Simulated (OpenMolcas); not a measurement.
**Lines of P⁺: computed and rescaled rates**

```json
{"Program": "OpenMolcas 26.06", "Method": "MS-RASPT2, IPEA 0.25 Eh, imaginary shift 0.1 Eh (closed shells correlated: 2s 2p)", "Basis": "ANO-RCC [8s7p5d4f2g]", "Scalar Hamiltonian": "DKH2, point nucleus", "Active space": "4 electrons in 9 orbitals (RAS2 3s 3p; RAS3 3d, at most 2 electrons)", "State averaging": "2S+1 = 3 even, 6 roots; 2S+1 = 1 even, 11 roots; 2S+1 = 5 odd, 1 root; 2S+1 = 3 odd, 8 roots; 2S+1 = 1 odd, 8 roots", "Spin-orbit coupling": "RASSI with atomic mean-field integrals over the reference wave functions, term energies averaged over their components"}
```

Rates come from the transition moments of the reference wave functions (E1 and E2 in the length form). At fixed line strength A goes as λ^-3 for E1 and M1 and as λ^-5 for E2, so a rate at the computed wavelength can be rescaled to the measured one. Measured vacuum wavelengths follow from level energies in NIST Handbook of Basic Atomic Spectroscopic Data. Branching counts decays inside the model space alone, at computed energies, and the table is only a selection of the E2 and M1 lines, drawn from those between levels with measured partners whose computed energy lies within a factor of 1.5 of the measured one.

| Upper | Lower | Type | λ computed (nm) | λ measured (nm) | A computed (s-1) | A rescaled (s-1) | Branching % |
| --- | --- | --- | --- | --- | --- | --- | --- |
| 3s² 3p² ¹S₀ | 3s² 3p² ¹D₂ | E2 | 783.5 | 787.8 | 1.46e+00 | 1.42e+00 | 89.1 |
| 3s² 3p² ¹S₀ | 3s² 3p² ³P₁ | M1 | 466.2 | 467.1 | 1.75e-01 |  | 10.7 |
| 3s² 3p² ¹D₂ | 3s² 3p² ³P₂ | M1 | 1188 | 1189 | 1.30e-02 |  | 72.8 |
| 3s² 3p² ¹D₂ | 3s² 3p² ³P₁ | M1 | 1151 | 1147 | 4.77e-03 |  | 26.7 |
| 3s² 3p² ³P₂ | 3s² 3p² ³P₁ | M1 | 36610 | 32870 | 2.76e-04 | 3.81e-04 | 100.0 |
| 3s² 3p² ³P₁ | 3s² 3p² ³P₀ | M1 | 68540 | 60640 | 5.61e-05 | 8.10e-05 | 100.0 |

Spin-changing lines and M1 lines between different terms are not rescaled, since their strength hangs on the term gaps too.

The largest correction is for 3s² 3p² ³P₁ → 3s² 3p² ³P₀ (M1): 5.61e-05 × (68540 / 60640)^3 = 8.10e-05 s-1, a factor of 1.44.

No measured rate stands beside these. Rescaling mends the energy factor alone: line strengths can still be far off where a level mixes with configurations outside the active space, and weak or spin-changing lines hang on small mixing coefficients that depend on the term gaps too, so rescaling need not improve them.

Term energies are means over components that CASPT2 splits; among the terms shown or strongly mixed into the levels shown the widest spread is 26 cm-1 (3s² 3p² ¹D). Over all roots computed the reference weight is 0.92 to 0.99; the roots of lowest weight are the least certain, and an intruder state may touch them. The run also gave levels led by 3s 3p² 3d, 3s² 3p 3d, which use shells meant for correlation; these and all levels above them are left out. Measured partners are found by configuration, term and J. A level has none where our copy of the source lacks it or the pairing is in doubt (some pairs that miss far off the trend of their configuration count as doubtful). Levels of configurations outside the active space are missing.
